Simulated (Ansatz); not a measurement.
```yaml
crystal:
  periodic: [false, false, false]
  atoms:
    - {symbol: Ru, position_ang: [1.488516, 0.506790, -0.018125]}
    - {symbol: Ru, position_ang: [-0.682434, 1.482171, -0.690953]}
    - {symbol: Ru, position_ang: [-1.274090, -0.731347, -0.989423]}
    - {symbol: Ru, position_ang: [-0.297766, 1.262341, 1.569998]}
    - {symbol: Ru, position_ang: [0.899800, -1.492438, -1.054738]}
    - {symbol: Ru, position_ang: [-0.134026, -1.027527, 1.183251]}
basis:
  gaussian: {orbitals: def2-TZVP, initial_orbitals: start.molden}
total_charge: 1
magnetization: {spin_polarized: true, initial_magnetization: 1}
hamiltonian: {xc: {name: wB97M-V}}
scf: {omitted_lower_state_checks: [starts]}
output: {orbitals: {seedname: orbitals}}
```

The file start.molden holds the orbitals of an earlier run on this structure, at another level or in another basis.

```sh
$ ansatz run in.yaml --threads 4 --pin off --events-out ev --progress --plain --max-ram 4787MiB
```

Problem. Does this run fit into the memory that it is given?

Solution. No. It has 240 basis functions, and Ansatz plans for 5.08 GiB where 4.67 GiB are given.
